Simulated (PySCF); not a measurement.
**Sb₂: energy against distance**

Set-up: Sb cc-pVDZ-PP with ECP28; scalar-relativistic core potentials (PySCF 2.14). Energies in eV from Sb + Sb in their ground configurations at the same level. State: triplet, unpaired electrons π ↑↑, a mixture of terms (⟨Lz²⟩ = 2.0), a second solution, started from another occupation.

All columns are PBE0.

| R (Å) | E (eV) | HOMO (eV) | LUMO (eV) | Mayer bond order | ⟨S²⟩ |
| --- | --- | --- | --- | --- | --- |
| 2.153 | 1.770 | -4.53 | -4.97 | 1.98 | 2.01 |
| 2.254 | 0.406 | -4.69 | -4.72 | 1.98 | 2.01 |
| 2.354 | -0.470 | -4.84 | -4.51 | 1.98 | 2.01 |
| 2.429 | -0.888 | -4.94 | -4.37 | 1.99 | 2.01 |
| 2.504 | -1.153 | -5.05 | -4.24 | 1.99 | 2.01 |
| 2.579 | -1.297 | -5.15 | -4.12 | 1.99 | 2.01 |
| 2.679 | -1.348 | -5.27 | -3.98 | 1.99 | 2.01 |
| 2.804 | -1.253 | -5.41 | -3.84 | 2.00 | 2.01 |
| 2.955 | -0.992 | -5.57 | -3.69 | 2.00 | 2.00 |
| 3.155 | -0.516 | -5.61 | -3.78 | 2.00 | 2.00 |

Spin–orbit coupling is left out, which matters for elements this heavy, above all for dissociation energies.

At some distances an empty level lies below a filled one, because the occupation is held.
